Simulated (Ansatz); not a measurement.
Geometry optimisation, RKS B3LYP/def2-SVP in Ansatz.

Input file:

```yaml
crystal:
  periodic: [false, false, false]
  atoms:
    - { symbol: Hf, position_ang: [0.0, 0.0, 0.0] }
    - { symbol: "N", position_ang: [0.0, 0.0, 2.56] }
    - { symbol: H, position_ang: [-0.877, -0.2713, 3.09] }
    - { symbol: H, position_ang: [0.877, 0.2713, 3.09] }
    - { symbol: F, position_ang: [1.8671, 0.0, -0.6593] }
    - { symbol: F, position_ang: [-0.9326, 1.6157, -0.6593] }
    - { symbol: F, position_ang: [-0.9326, -1.6157, -0.6593] }
    - { symbol: S, position_ang: [-2.7046, 0.0086, 0.8987] }
    - { symbol: H, position_ang: [-3.4627, -0.8627, 0.1074] }
    - { symbol: H, position_ang: [-1.4058, 0.0045, 2.2245] }
basis:
  gaussian: { orbitals: def2-SVP }
hamiltonian:
  xc: b3lyp
relax:
  f_tol: 0.15
  max_steps: 25
  restrain:
    - { distance: [0, 7], at: 2.55, k: 30.0 }
    - { distance: [9, 1], at: 1.06, k: 30.0 }
    - { distance: [0, 1], at: 3.41, k: 30.0 }
    - { distance: [9, 7], at: 2.6, k: 30.0 }
```

Launched with:

```bash
$ ansatz run input.yaml --threads 4 --pin off --max-ram 5120MiB --backend cpu --events-out ev --progress --plain --runs-dir out
```

**Question.** Where does it end, and by what steps?

**Answer.** The forces met the threshold. The restraints hold the end off the free minimum; the threshold counts their pulls, which the force column leaves out. Restrained pairs: Hf1–S8 (2.85 → 2.53 Å), N2–H10 (1.45 → 1.04 Å), Hf1–N2 (2.56 → 3.39 Å), S8–H10 (1.86 → 2.61 Å). After 21 steps the energy has fallen by 5.043 eV (the restraints' own energy left out); F5 moved furthest, 1.77 Å.

```json
{"step": "0", "energy less start (eV)": "0.0000", "largest force component (eV/Å)": "3.219", "accepted": "yes"}
{"step": "1", "energy less start (eV)": "0.6591", "largest force component (eV/Å)": "4.794", "accepted": "yes"}
{"step": "2", "energy less start (eV)": "0.1059", "largest force component (eV/Å)": "4.908", "accepted": "yes"}
{"step": "3", "energy less start (eV)": "-1.5068", "largest force component (eV/Å)": "3.130", "accepted": "yes"}
{"step": "4", "energy less start (eV)": "-2.9298", "largest force component (eV/Å)": "3.231", "accepted": "yes"}
{"step": "5", "energy less start (eV)": "-3.7170", "largest force component (eV/Å)": "2.166", "accepted": "yes"}
{"step": "6", "energy less start (eV)": "-4.1669", "largest force component (eV/Å)": "1.210", "accepted": "yes"}
{"step": "7", "energy less start (eV)": "-4.4563", "largest force component (eV/Å)": "0.942", "accepted": "yes"}
{"step": "8", "energy less start (eV)": "-4.6128", "largest force component (eV/Å)": "0.732", "accepted": "yes"}
{"step": "9", "energy less start (eV)": "-4.6532", "largest force component (eV/Å)": "0.739", "accepted": "yes"}
{"step": "10", "energy less start (eV)": "-4.6782", "largest force component (eV/Å)": "0.811", "accepted": "yes"}
{"step": "11", "energy less start (eV)": "-4.6993", "largest force component (eV/Å)": "1.217", "accepted": "yes"}
{"step": "12", "energy less start (eV)": "-4.7361", "largest force component (eV/Å)": "1.182", "accepted": "yes"}
{"step": "13", "energy less start (eV)": "-4.7735", "largest force component (eV/Å)": "0.997", "accepted": "yes"}
{"step": "14", "energy less start (eV)": "-4.8462", "largest force component (eV/Å)": "0.835", "accepted": "yes"}
{"step": "15", "energy less start (eV)": "-4.8974", "largest force component (eV/Å)": "0.765", "accepted": "yes"}
{"step": "16", "energy less start (eV)": "-4.9337", "largest force component (eV/Å)": "0.763", "accepted": "yes"}
{"step": "17", "energy less start (eV)": "-4.9359", "largest force component (eV/Å)": "0.762", "accepted": "yes"}
{"step": "18", "energy less start (eV)": "-5.0199", "largest force component (eV/Å)": "0.895", "accepted": "yes"}
{"step": "19", "energy less start (eV)": "-5.0383", "largest force component (eV/Å)": "0.824", "accepted": "yes"}
{"step": "20", "energy less start (eV)": "-5.0318", "largest force component (eV/Å)": "0.848", "accepted": "no"}
{"step": "21", "energy less start (eV)": "-5.0433", "largest force component (eV/Å)": "0.905", "accepted": "yes"}
```

```xyz
10
Properties=species:S:1:pos:R:3
Hf -0.538 -0.271 -0.482
N -0.154 0.398 2.817
H 0.367 -0.284 3.372
H 0.104 1.326 3.155
F 0.956 -1.405 -0.089
F -0.034 1.571 -0.653
F -1.154 -0.800 -2.208
S -2.550 -0.627 1.012
H -3.407 -1.016 0.036
H -1.161 0.259 3.032
```

Run time: 63 s on 4 threads of Arm Neoverse V1 (shared host), peak memory 0.33 GiB.
